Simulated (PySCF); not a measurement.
Correlation energy of Si⁺ (silicon, charge +1)

[Ne] 3s2 3p1, 2P determinant. All numbers are calculated (PySCF 2.14, no relativity, point nucleus, in cc-pV(D+d)Z (4s3p2d, 23 functions)). Frozen: [Ne]; 3 electrons correlated.

MP2 pair energies summed by pair of shells (mhartree):

| pair | energy | share (%) |
| --- | --- | --- |
| 3s-3s | -20.46 | 58.1 |
| 3s-3p | -14.74 | 41.9 |

Total MP2 correlation energy: -35.20 mhartree.

Same-spin part -2.24 and opposite-spin part -32.96 mhartree; SCS-MP2 scales them by 1/3 and 6/5 to -40.29 mhartree.

```
  level  correlation energy (mhartree)
   CCSD                         -54.06
    (T)                          -0.68
CCSD(T)                         -54.74
```

Diagnostics: T1 = 0.012, D1 = 0.0293, largest double amplitude 0.109.

Cost of the coupled-cluster step: 0.13 s of wall time on 1 thread of Neoverse-V1 (shared host), for 3 correlated electrons.
